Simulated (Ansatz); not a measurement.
Predicting a hybrid from its neighbours: CHBrClF

CHBrClF: 5 atoms, total charge 0, spin state singlet. SMILES: `FC(Cl)Br`. The shape is that of a PBE0-D4/def2-TZVP optimisation.

The vertical energy of the triplet above the singlet y, in eV, basis def2-SVPD; a is the functional's share of exact exchange. Programs: Ansatz 0.2.0.

| functional | program | a | y (eV) |
| --- | --- | --- | --- |
| PBE | Ansatz | 0 | 5.20 |
| BLYP | Ansatz | 0 | 5.17 |
| B3LYP | Ansatz | 0.2 | 5.36 |
| PBE0 | Ansatz | 0.25 | ? |
| r2SCAN0 | Ansatz | 0.25 | 5.36 |
| BHLYP | Ansatz | 0.5 | 5.44 |

Task: Fit y = c + s·a to the known rows and predict PBE0.

Result: 
1. Means of the 5 rows: a = 0.1900, y = 5.306.
2. Σ(Δa)² = 0.172, Σ(Δa·Δy) = 0.0913, so the slope is 0.0913/0.172 = 0.53081.
3. Intercept: 5.306 − (0.53081) × 0.1900 = 5.205. The largest residual of the fit is 0.049.
4. PBE0: 5.205 + (0.53081) × 0.25 = 5.34 eV.

The run gave 5.38 eV, so the prediction is off by -0.04 eV, within the largest residual. Spin-orbit coupling is left out.
